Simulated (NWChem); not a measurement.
System: C$_{4}$H$_{6}$Si; SMILES C=CC#C[SiH3]

Input file for NWChem:

```
start job
memory heap 200 mb stack 900 mb global 1100 mb
geometry units angstroms noautoz
  C      0.528851    -3.015446    -0.044825
  C     -0.458552    -2.112001     0.047830
  C     -0.265801    -0.703911     0.030018
  C     -0.129015     0.511270     0.017220
  Si     0.087167     2.326840    -0.003206
  H      1.573886    -2.711005    -0.142684
  H      0.309241    -4.085331    -0.024378
  H     -1.496586    -2.453090     0.145092
  H      0.746874     2.744585    -1.275755
  H      0.939176     2.749089     1.147840
  H     -1.243060     2.995882     0.101179
end
basis spherical
  C library 6-31g*
  Si library 6-31g*
  H library 6-31g*
end
dft
  xc bhlyp
  iterations 150
  mulliken
end
task dft energy
```

Output (shortened):

```
             Northwest Computational Chemistry Package (NWChem) 7.3.0
             --------------------------------------------------------

 C1  symmetry detected

                             Geometry "geometry" -> ""
                             -------------------------

 Output coordinates in angstroms (scale by  1.889725989 to convert to a.u.)

  No.       Tag          Charge          X              Y              Z
 ---- ---------------- ---------- -------------- -------------- --------------
    1 C                    6.0000     0.51762883    -3.01501442    -0.00002915
    2 C                    6.0000    -0.47074402    -2.10788619    -0.00007881
    3 C                    6.0000    -0.27193492    -0.70052605     0.00015081
    4 C                    6.0000    -0.13003175     0.51413544     0.00014940
    5 Si                  14.0000     0.09386583     2.32888505    -0.00004793
    6 H                    1.0000     1.56836097    -2.71448027     0.00018352
    7 H                    1.0000     0.29309041    -4.08407149    -0.00015669
    8 H                    1.0000    -1.51458639    -2.44509422    -0.00023040
    9 H                    1.0000     0.87114882     2.74370015    -1.20539632
   10 H                    1.0000     0.83615253     2.74841731     1.22556359
   11 H                    1.0000    -1.23779673     3.00288508    -0.02044629

 Effective nuclear repulsion energy (a.u.)     170.3269192725

                                 NWChem DFT Module
                                 -----------------

 Summary of "ao basis" -> "ao basis" (spherical)
 ------------------------------------------------------------------------------
       Tag                 Description            Shells   Functions and Types
 ---------------- ------------------------------  ------  ---------------------
 C                           6-31g*                  6       14   3s2p1d
 Si                          6-31g*                  8       18   4s3p1d
 H                           6-31g*                  2        2   2s

            General Information
            -------------------
          SCF calculation type: DFT
          Wavefunction type:  closed shell.
          No. of atoms     :    11
          No. of electrons :    44
           Alpha electrons :    22
            Beta electrons :    22
          Charge           :     0
          Spin multiplicity:     1
          Use of symmetry is: off; symmetry adaption is: off
          Maximum number of iterations: 150
          AO basis - number of functions:    86
                     number of shells:    44
          Convergence on energy requested:  1.00D-06
          Convergence on density requested:  1.00D-05
          Convergence on gradient requested:  5.00D-04

              XC Information
              --------------
                        BHLYP Method XC Functional
                     Hartree-Fock (Exact) Exchange  0.500
                        Slater Exchange Functional  0.500 local
                    Becke 1988 Exchange Functional  0.500 non-local
              Lee-Yang-Parr Correlation Functional  1.000

             Grid Information
             ----------------
          Grid used for XC integration:  medium
          Radial quadrature: Mura-Knowles
          Angular quadrature: Lebedev.
          Tag              B.-S. Rad. Rad. Pts. Rad. Cut. Ang. Pts.
          ---              ---------- --------- --------- ---------
          C                   0.70       49          14.0       434
          Si                  1.10       88          13.0       590
          H                   0.35       45          15.0       434
          Grid pruning is: on
          Number of quadrature shells:   554
          Spatial weights used:  Erf1

      Superposition of Atomic Density Guess
      -------------------------------------

 Sum of atomic energies:        -442.44771935

      Non-variational initial energy
      ------------------------------

 Total energy =    -445.007153
 1-e energy   =    -943.283271
 2-e energy   =     327.949199
 HOMO         =      -0.274659
 LUMO         =      -0.033221

     ---------------------------------------------
      Total Density - Mulliken Population Analysis
     ---------------------------------------------

    Atom       Charge   Shell Charges
 -----------   ------   -------------------------------------------------------
    1 C    6     6.40   2.00  0.74  1.91  0.63  1.09  0.03
    2 C    6     6.19   2.00  0.73  1.89  0.47  1.06  0.04
    3 C    6     5.74   2.00  0.74  1.82  0.50  0.63  0.04
    4 C    6     6.57   2.00  0.75  1.94  0.90  0.96  0.03
    5 Si  14    13.62   2.00  2.00  5.97  0.98  1.71  0.31  0.53  0.13
    6 H    1     0.78   0.46  0.32
    7 H    1     0.78   0.46  0.31
    8 H    1     0.76   0.46  0.30
    9 H    1     1.05   0.47  0.59
   10 H    1     1.05   0.47  0.59
   11 H    1     1.05   0.47  0.59

   convergence    iter        energy       DeltaE   RMS-Dens  Diis-err
 ---------------- ----- ----------------- --------- --------- ---------
 d= 0,ls=0.0,diis     1   -445.2668079080 -6.16D+02  7.31D-03  3.08D-01
 d= 0,ls=0.0,diis     2   -445.3093114513 -4.25D-02  3.43D-03  7.17D-02
 d= 0,ls=0.0,diis     3   -445.3117590831 -2.45D-03  1.95D-03  5.66D-02
 d= 0,ls=0.0,diis     4   -445.3188997436 -7.14D-03  3.94D-04  2.33D-03
 d= 0,ls=0.0,diis     5   -445.3192041978 -3.04D-04  9.03D-05  6.67D-05
  Resetting Diis
 d= 0,ls=0.0,diis     6   -445.3192136805 -9.48D-06  3.14D-05  3.76D-06
 d= 0,ls=0.0,diis     7   -445.3192142057 -5.25D-07  1.55D-05  9.07D-07
 d= 0,ls=0.0,diis     8   -445.3192141606  4.50D-08  8.48D-06  1.40D-06

         Total DFT energy =     -445.319214160623
      One electron energy =     -947.166178673803
           Coulomb energy =      376.206930441234
    Exchange-Corr. energy =      -44.686885200527
 Nuclear repulsion energy =      170.326919272473

 Numeric. integr. density =       43.999994555845

[...]
```

Level: BHandHLYP/6-31G* (spherical d). Coordinates come from a PBE0/def2-SVP optimisation.
